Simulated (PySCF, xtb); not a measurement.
Nb(O)(OH)(NH2)2 (H₅N₂NbO₂), SMILES [NH2][Nb]([NH2])(=[O])[OH], multiplicity 1. Other conformers were not sampled.

Harmonic wavenumbers (cm⁻¹) from xtb with GFN2-xTB at its own minimum, in rising order: 130, 132, 158, 183, 187, 273, 311, 426, 447, 479, 484, 502, 514, 554, 571, 584, 822, 1473, 1477, 3316, 3317, 3356, 3358, 3628.

What does PySCF with PBE-D3(BJ)/def2-SVP give at its own minimum? (Estimate from the structure and the level; the computed values follow.)

163, 173, 179, 184, 188, 284, 320, 367, 420, 470, 483, 528, 548, 660, 667, 698, 987, 1455, 1458, 3462, 3464, 3559, 3559, 3781. Paired by order, the mean absolute difference is 68 cm⁻¹ and the zero-point energies are 38.1 and 40.1 kcal/mol.
